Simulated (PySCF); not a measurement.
## Working out the ionisation energy of Pt

Pt [Xe] 4f14 5d9 6s1 (3D) → Pt⁺ [Xe] 4f14 5d9 (2D). Computed with PySCF 2.14 in aug-cc-pwCVDZ-PP with ECP60MDF (6s6p5d3f, 70 functions), with a scalar-relativistic core potential. Frozen: nothing. Energies in hartree (1 hartree = 27.21139 eV):

| part | Pt (lower) | Pt⁺ (upper) |
| --- | --- | --- |
| UHF | -118.513223 | -118.235082 |
| MP2 opposite-spin | -0.345560 | -0.311914 |
| MP2 same-spin | -0.174291 | -0.150260 |

Problem. What does Hartree-Fock give?

Solution. (-118.235082) − (-118.513223) = 0.278141 hartree = 7.569 eV.

Problem. What do MP2 and SCS-MP2 (6/5 opposite-spin, 1/3 same-spin) give?

Solution. The opposite-spin parts differ by 0.916 eV and the same-spin parts by 0.654 eV. MP2: 7.569 + (0.916) + (0.654) = 9.139 eV. SCS-MP2: 7.569 + 1.2 × (0.916) + (0.654)/3 = 8.886 eV.

Reference: 8.959 eV (measured; NIST Atomic Spectra Database, ionization energies), between the lowest levels; spin-orbit coupling is absent from the calculation.

A double-zeta basis recovers only part of the correlation energy.

What remains against the reference includes basis incompleteness and correlation beyond second order.
